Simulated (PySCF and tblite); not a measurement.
Values are calculated unless marked as measured or tabulated.
fluoroaluminate, AlF₄ (charge -1), numbered as in [F:1][Al-:2]([F:3])([F:4])[F:5].

Classical Langevin dynamics with GFN2-xTB (tblite), gas phase: time step 1.5 fs, H mass 4 u, friction 0.005 fs⁻¹, 400 steps to settle and 8000 to sample, one trajectory a temperature from the lowest conformer.

GIAO shieldings at PBE0/pcSseg-1 (PySCF) on 20 frames a temperature; like atoms are averaged, and of two unlike H on one atom a is the less shielded at the minimum.

How far do thermal motions move the shieldings from their values at the minimum?


```tsv
signal	σ at minimum (ppm)	Δσ, 250 K	Δσ, 450 K	Δσ, 700 K
F1/F3/F4/F5	386.6	-1.4 ± 0.1	-2.6 ± 0.4	-4.3 ± 0.5
Al2	516.2	0.9 ± 0.6	1.0 ± 0.8	1.5 ± 1.2
```

Errors are standard errors over frames. Zero-point motion is missing, and a reference compound would move too.

What do the single frames at 250 K give for F1/F3/F4/F5?


```tsv
t (fs)	V above the minimum, tight binding (kcal/mol)	E above it, DFT (kcal/mol)	torsions (°)	σ (ppm)
900	1.3	1.3	none	385.7
1500	1.8	2.8	none	385.1
2100	1.9	2.9	none	385.5
2700	2.0	1.7	none	385.0
3300	1.4	1.2	none	385.3
3900	1.9	2.1	none	385.1
4500	3.9	5.9	none	384.6
5100	1.7	2.4	none	385.4
5700	2.1	2.6	none	385.0
6300	1.6	1.9	none	385.9
6900	1.7	2.1	none	385.7
7500	2.9	4.6	none	384.4
8100	2.5	4.2	none	385.0
8700	4.1	4.5	none	383.5
9300	2.5	2.4	none	385.6
9900	0.8	1.7	none	386.3
10500	2.3	3.0	none	385.5
11100	1.9	2.5	none	384.6
11700	1.8	2.3	none	384.7
12300	2.0	3.5	none	386.1
```

Changes within two standard errors are not significant.

The study took 6.7 min on 1 thread of Arm Neoverse N1, on a host shared with other jobs (rough), peak memory 0.41 GiB, launched as `OMP_NUM_THREADS=1 python ens_run.py task.json out`.
